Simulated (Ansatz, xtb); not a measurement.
**Relaxing a trial structure of CH4FInSi**

The starting geometry of this gas-phase singlet was built from a drawn formula by distance geometry; its bonds are those of `[F][InH][CH2][SiH]`.

```xyz
8

C    -0.1690   -0.2356   -0.9563
F    -1.5926   -1.7549   -3.7235
In   -0.0953   -1.8882   -2.3284
Si   -0.1751   -0.5108    0.8433
H     1.2609   -1.9156   -3.5387
H    -0.9839    0.3804   -1.3922
H     0.7895    0.2971   -1.2364
H    -1.5509   -0.3469    1.3654
```

**Question.** Where would you expect an optimisation with r2SCAN-D4/def2-SVP to take it?

**Answer.** It rearranges to `C=[SiH][InH][F]`. Contacts that open: C1–In3 (2.15 → 3.64 Å). Contacts that close: In3–Si4 (3.46 → 2.53 Å).

The energy falls by 1.66 eV over 56 steps:

```json
{"step": "1", "E − E(last) (eV)": "1.659"}
{"step": "7", "E − E(last) (eV)": "0.579"}
{"step": "13", "E − E(last) (eV)": "0.571"}
{"step": "19", "E − E(last) (eV)": "0.562"}
{"step": "25", "E − E(last) (eV)": "0.548"}
{"step": "32", "E − E(last) (eV)": "0.527"}
{"step": "38", "E − E(last) (eV)": "0.425"}
{"step": "44", "E − E(last) (eV)": "0.132"}
{"step": "50", "E − E(last) (eV)": "0.002"}
{"step": "56", "E − E(last) (eV)": "0.000"}
```

Final geometry (Å):

```xyz
8

C    -0.8571    0.7664   -0.6987
F     0.0260   -1.0833   -3.9887
In    0.2581   -2.2448   -2.4076
Si   -0.3698   -0.8596   -0.3831
H     0.8039   -3.8103   -2.8569
H    -1.1571    1.4811    0.0761
H    -0.8825    1.1431   -1.7277
H    -0.3378   -1.3671    1.0199
```

From the same start GFN2-xTB ends elsewhere, differing in C1–In3 (2.24 against 3.64 Å here).

No frequencies were run, so the end isn't proven a minimum. Atoms past krypton carry core potentials, without spin–orbit terms. Run with Ansatz 0.2.0, 3.8 min on 1 thread of Intel(R) Xeon(R) Platinum 8259CL CPU @ 2.50GHz (Skylake/Cascade Lake), on a shared host.
